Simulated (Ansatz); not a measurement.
Geometry optimisation, RKS B3LYP/cc-pVDZ in Ansatz 0.2.0.

The input (input.yaml):

```yaml
crystal:
  periodic: [false, false, false]
  atoms:
    - { symbol: Si, position_ang: [-0.9636, -0.1043, -0.7244] }
    - { symbol: C, position_ang: [0.0358, -0.227, 1.1984] }
    - { symbol: F, position_ang: [-0.0489, -0.9004, -1.7676] }
    - { symbol: F, position_ang: [-1.9297, -1.3687, -0.3859] }
    - { symbol: H, position_ang: [-1.9678, 0.8915, -0.9388] }
    - { symbol: H, position_ang: [1.3792, 1.0018, -0.9974] }
    - { symbol: F, position_ang: [0.2713, 1.3879, -1.2329] }
    - { symbol: H, position_ang: [1.1028, -0.1134, 0.3042] }
    - { symbol: F, position_ang: [2.0542, 0.2865, -0.3129] }
    - { symbol: H, position_ang: [0.3454, 0.6969, 1.685] }
    - { symbol: H, position_ang: [0.6436, -1.0831, 1.5128] }
    - { symbol: H, position_ang: [-0.9221, -0.468, 1.6594] }
basis:
  gaussian: { orbitals: cc-pVDZ }
hamiltonian:
  xc: b3lyp
relax:
  f_tol: 0.15
  max_steps: 25
  restrain:
    - { distance: [0, 6], at: 2.98, k: 30.0 }
    - { distance: [5, 8], at: 2.18, k: 30.0 }
    - { distance: [7, 1], at: 2.37, k: 30.0 }
    - { distance: [0, 1], at: 1.87, k: 30.0 }
    - { distance: [5, 6], at: 0.88, k: 30.0 }
    - { distance: [7, 8], at: 0.88, k: 30.0 }
output:
  orbitals: {}
```

Run as:

```bash
$ ansatz run input.yaml --threads 2 --pin off --max-ram 3072MiB --backend cpu --events-out ev --progress --plain --runs-dir out
```

Problem. Where does it end, and by what steps?

Solution. It converged. The restraints hold the end off the free minimum. After 9 steps the energy has fallen by 1.772 eV (the restraints' own energy left out); H8 moved furthest, 0.89 Å. Joined: H6–F7 (1.20 → 0.92 Å), H8–F9 (1.20 → 0.92 Å).

```
step  energy less start (eV)  largest force component (eV/Å)  accepted
   0                  0.0000                           1.717       yes
   1                 -0.6115                           2.876       yes
   2                 -0.1241                           5.751       yes
   3                 -0.8499                           3.891       yes
   4                 -1.4166                           1.115       yes
   5                 -1.6196                           0.545       yes
   6                 -1.7209                           0.761       yes
   7                 -1.7568                           0.821       yes
   8                 -1.7640                           1.261       yes
   9                 -1.7720                           1.112       yes
```

```xyz
12
Properties=species:S:1:pos:R:3
Si -1.130 -0.456 -0.428
C -0.260 -0.182 1.197
F 0.104 -0.876 -1.473
F -2.076 -1.796 -0.343
H -1.947 0.614 -1.039
H 1.345 1.696 -0.967
F 0.480 1.992 -0.970
H 1.480 -0.505 -0.406
F 2.270 -0.099 -0.169
H 0.351 0.727 1.149
H 0.380 -1.046 1.439
H -0.996 -0.070 2.011
```

Run time: 15 s on 2 threads of AMD EPYC 9R45 96-Core Processor (Zen 5) (shared host), peak memory 0.31 GiB.
